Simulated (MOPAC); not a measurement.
A run for MOPAC: PM7 on TiSb, 2S+1 = 2, a spin state set in the input, which need not be the lowest, a point of a bond scan (R = 2.810 Å).

```
PM7 1SCF PRECISE CHARGE=0 UHF MS=0.5 THREADS=1
SbTi

Ti     0.00000000 1     0.00000000 1     0.00000000 1
Sb     0.00000000 1     0.00000000 1     2.80956700 1
```

Program output:

```
*******************************************************************************
 **                                                                           **
 **                              MOPAC v23.2.5                                **
 **                                                                           **
 *******************************************************************************
 ** MOPAC's Digital Object Identifier: https://doi.org/10.5281/zenodo.6511958 **
 **                                                                           **
 ** Please cite the open-source release paper for use of this MOPAC version:  **
 ** J. E. Moussa and J. J. P. Stewart (2026)                                  **
 ** MOPAC: An open-source semiempirical molecular orbital program             **
 ** J. Open Source Softw., 11(119), 8025, https://doi.org/10.21105/joss.08025 **
 *******************************************************************************

                              PM7 CALCULATION RESULTS

 *******************************************************************************
 *  PM7        - The PM7 Hamiltonian to be used
 *  UHF        - UNRESTRICTED HARTREE-FOCK CALCULATION
 *
 *
 *
 *                 CHARGE ON SYSTEM = 0
 *
 *
 *
 *  MS=        - IN MECI, MAGNETIC COMPONENT OF SPIN =  0.5
 *  PRECISE    - TIGHTER CRITERIA TO BE USED
 *  1SCF       - DO 1 SCF AND THEN STOP
 *  THREADS=1  - MULTI-THREADING NOT USED
 *  T=         - A TIME OF 172800.0 SECONDS REQUESTED
 *  DUMP=N     - RESTART FILE WRITTEN EVERY 7200.0 SECONDS REQUESTED
 *******************************************************************************
PM7 1SCF PRECISE CHARGE=0 UHF MS=0.5 THREADS=1
 SbTi

   ATOM   CHEMICAL          X               Y               Z
  NUMBER   SYMBOL      (ANGSTROMS)     (ANGSTROMS)     (ANGSTROMS)

     1      Ti          0.00000000  *   0.00000000  *   0.00000000  *
     2      Sb          0.00000000  *   0.00000000  *   2.80956700  *



          CARTESIAN COORDINATES

    NO.       ATOM           X           Y           Z

     1        Ti          0.0000      0.0000      0.0000
     2        Sb          0.0000      0.0000      2.8096

 General Reference for PM7:
 "Optimization of Parameters for Semiempirical Methods VI: More Modifications to the
 NDDO Approximations and Re-optimization of Parameters", J. J. P. Stewart, J. Mol. Mod., 1:32, 19 (2013)
 https://link.springer.com/article/10.1007/s00894-012-1667-x

           Empirical Formula: Ti Sb  =     2 atoms



      MOLECULAR POINT GROUP   :   C*v


          UHF CALCULATION, NO. OF ALPHA ELECTRONS =    5
                           NO. OF BETA  ELECTRONS =    4

 -------------------------------------------------------------------------------
 PM7 1SCF PRECISE CHARGE=0 UHF MS=0.5 THREADS=1
 SbTi



     1SCF WAS SPECIFIED, SO BFGS WAS NOT USED
     SCF FIELD WAS ACHIEVED


                              PM7 CALCULATION
                                                       MOPAC v23.2.5 Linux




          FINAL HEAT OF FORMATION =        601.21366 KCAL/MOL =    2515.47795 KJ/MOL


          COSMO AREA              =        128.68 SQUARE ANGSTROMS
          COSMO VOLUME            =        126.71 CUBIC ANGSTROMS

          IONIZATION POTENTIAL    =          8.914410 EV
          ALPHA SOMO LUMO (EV)    =         -9.755 -3.325
          BETA  SOMO LUMO (EV)    =         -8.914 -2.351
          NO. OF ALPHA ELECTRONS  =          5
          NO. OF BETA  ELECTRONS  =          4
          MOLECULAR WEIGHT        =        169.6500         POINT GROUP:  C*v

          MOLECULAR DIMENSIONS (Angstroms)

            Atom       Atom       Distance
           Sb     2   Ti     1     2.80957
           Sb     2   Ti     1     0.00000
           Ti     1   Sb     2     0.00000


          SCF CALCULATIONS        =          1





   ATOM   CHEMICAL          X               Y               Z
  NUMBER   SYMBOL      (ANGSTROMS)     (ANGSTROMS)     (ANGSTROMS)

     1      Ti          0.00000000  *   0.00000000  *   0.00000000  *
     2      Sb          0.00000000  *   0.00000000  *   2.80956700  *

                             CARTESIAN COORDINATES

   1   Ti        0.000000000     0.000000000     0.000000000
   2   Sb        0.000000000     0.000000000     2.809567000


           Empirical Formula: Ti Sb  =     2 atoms



      MOLECULAR POINT GROUP   :   C*v


          ALPHA EIGENVALUES
 -29.20468 -10.03185 -10.03185  -9.94890  -9.75515  -3.32514  -3.31283  -1.10447
  -1.10447   0.03187  10.39581  10.39581  10.45779  17.37519  17.39656  18.48654
  18.48654  18.89667


           BETA EIGENVALUES
 -36.09348  -9.81073  -8.91441  -8.91441  -2.35126  -2.10275  -2.00982  -2.00982
  -1.98607   0.13848  10.54220  10.64069  10.64069  17.41634  17.41842  18.57966
  18.57966  18.98980


              NET ATOMIC CHARGES AND DIPOLE CONTRIBUTIONS

  ATOM NO.   TYPE          CHARGE      No. of ELECS.   s-Pop       p-Pop       d-Pop
    1         Ti          -0.290744        4.2907     0.93910     0.03887     3.31277
    2         Sb           0.290744        4.7093     1.97249     2.70650     0.03027
 DIPOLE           X         Y         Z       TOTAL
 POINT-CHG.     0.000     0.000     3.924     3.924
 HYBRID        -0.000    -0.000    -1.679     1.679
 SUM           -0.000    -0.000     2.244     2.244


          ATOMIC ORBITAL ELECTRON POPULATIONS

     Atom    s        px        py        pz      x^2-y^2     xz        z^2       yz        xy
    1 Ti   0.93910   0.00374   0.00374   0.03138   0.99877   1.08962   0.13476   1.08962   0.00000
    2 Sb   1.97249   0.89993   0.89993   0.90664   0.00123   0.00671   0.01562   0.00671   0.00000


                    (SZ)    =    0.500000
                    (S**2)  =    2.330664


          ATOMIC ORBITAL SPIN POPULATIONS

    Atom   Total    s     px     py     pz   x^2-y^2  xz     z^2    yz     xy
         Atomic
    1 Ti  2.9778  0.402 -0.001 -0.001 -0.007  0.999  0.820 -0.054  0.820  0.000
    2 Sb -1.9778 -0.001 -0.824 -0.824 -0.346  0.001  0.005  0.006  0.005  0.000

 **********************
 *                    *
 * JOB ENDED NORMALLY *
 *                    *
 **********************




 == MOPAC DONE ==
```

The run finished. Its determinant has ⟨S²⟩ = 2.33, a mixture of spin states.

Cost: roughly 0.03 core-seconds.
